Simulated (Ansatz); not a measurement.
Ansatz results at the PBE0-D4/def2-TZVP geometry: LUMO energy (ωB97M-V/def2-TZVPP) 0.34 eV; size of the dipole moment (B3LYP/def2-TZVPP) 0.78 D; HOMO energy (ωB97M-V/def2-TZVPP) -9.39 eV.

Each molecule was computed in one conformer, which needn't be the lowest.

Task: Which molecule gave them?
A. `C[CH](C)[Al]([Cl])[CH](C)C`
B. `[CH3][AlH][c]1ccccc1`
C. `[CH3][AlH][CH3]`
D. `[CH3][Al]([F])[SH]`

Result: B. The others give `C[CH](C)[Al]([Cl])[CH](C)C`: 0.78, 2.00, -9.08; `[CH3][Al]([F])[SH]`: 1.16, 2.53, -10.05; `[CH3][AlH][CH3]`: 0.71, 0.66, -10.00.

B3LYP here is the variant with VWN-RPA as its local correlation; programs differ in this.
